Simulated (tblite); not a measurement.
Compound: C5H9FN (doublet state).
Cartesian coordinates in Å at the GFN2-xTB level; atoms count from 1:
```xyz
16
C5H9FN angstrom
C     -1.7576    1.2515    0.3106
C     -1.0554    0.3123   -0.4045
C     -1.7149   -0.6822   -1.0941
F     -1.0465   -1.6056   -1.8031
C      0.4492    0.3273   -0.4036
C      0.9992   -0.5588    0.7355
N      2.4389   -0.5305    0.8811
H     -2.8314    1.2407    0.3445
H     -1.2499    2.0270    0.8526
H     -2.7838   -0.8079   -1.1432
H      0.8039    1.3506   -0.2619
H      0.8292   -0.0430   -1.3585
H      0.5609   -0.2338    1.6836
H      0.7016   -1.5961    0.5611
H      2.7605    0.4163    1.0555
H      2.8885   -0.8589    0.0330
```

Computed values, GFN2-xTB/tblite, gas phase, harmonic and unscaled. This tight-binding method is rough: wavenumbers can miss measured ones by several per cent, in bad cases by 10 to 20. One conformer, not necessarily the lowest. Open shells enter through the occupations alone, without spin polarisation, and single modes of such species can be off by tens of per cent.

Harmonic wavenumbers (cm⁻¹): 40.2, 82.2, 173.5, 214.3, 235.1, 317.7, 352.1, 421.7, 518.0, 547.1, 574.1, 629.7, 752.8, 805.1, 899.4, 939.6, 950.6, 965.2, 1032.4, 1092.3, 1119.6, 1144.4, 1234.7, 1255.8, 1275.0, 1317.3, 1334.1, 1368.7, 1472.7, 1481.2, 1483.8, 1486.3, 1573.7, 2956.0, 2968.7, 2977.7, 2983.8, 3103.9, 3126.5, 3164.0, 3383.1, 3414.2.

A = 3629, B = 1699, C = 1248 MHz; mass 102.072 u (most abundant isotopes); point group C1, symmetry number 1; spin multiplicity 2.

What is the zero-point energy?

Half the sum of the wavenumbers: 28584 cm⁻¹ = 341.94 kJ/mol.

What is S at 298.15 K and 1 bar for an ideal gas of classical rigid rotors and harmonic oscillators?

Translation 166.55, rotation 117.68, vibration 92.78, spin (R ln 2) 5.76: S = 382.8 J/(mol K).

And Cp and H(298.15 K) − H(0)?

Cp = 133.95 J/(mol K), of which vibrations give 100.69 (their classical limit is 42 R = 349.2); H(298.15 K) − H(0) = 24.61 kJ/mol without the zero-point energy, 14.69 from vibrations.

Which modes carry the vibrational entropy at 298.15 K?

40.2 cm⁻¹: 21.96; 82.2 cm⁻¹: 16.06; 173.5 cm⁻¹: 10.03; 214.3 cm⁻¹: 8.40; 235.1 cm⁻¹: 7.70; 317.7 cm⁻¹: 5.53 J/(mol K); the other 36 give 23.11 together.

How do the functions run with temperature in this model?

```tsv
T (K)	S (J/(mol K))	Cp (J/(mol K))	H − H(0) (kJ/mol)	G − H(0) (kJ/mol)	ln q(vib)
150	310.5	82.9	8.59	-37.98	2.33
250	360.7	117.0	18.57	-71.61	4.28
400	427.0	168.5	40.04	-130.78	7.27
600	506.1	221.8	79.41	-224.27	11.28
900	606.5	272.7	154.22	-391.67	17.04
```

q(vib) and H(0) count from the zero-point level.

Blend soft modes into free rotors: weight 1/[1 + (100 cm⁻¹/ν̃)⁴] for the oscillator and the rest for a rotor with moment μB/(μ + B), μ = h/(8π²ν), B = 10⁻⁴⁴ kg m². What vibrational entropy results?

84.50 J/(mol K) in place of 92.78, which changes −T·S at 298.15 K by +2.47 kJ/mol.

Hindered rotation and anharmonicity are outside this model. Other conformers, if any are populated, would add a mixing term that is left out. The structure is chiral; the term R ln 2 for an equal mix with its mirror image is left out.

On one thread of an Arm Neoverse V1, shared host with 32 logical CPUs at a one-minute load of 19, this took 0.42 s. This covers the Hessian and the dipole derivatives.
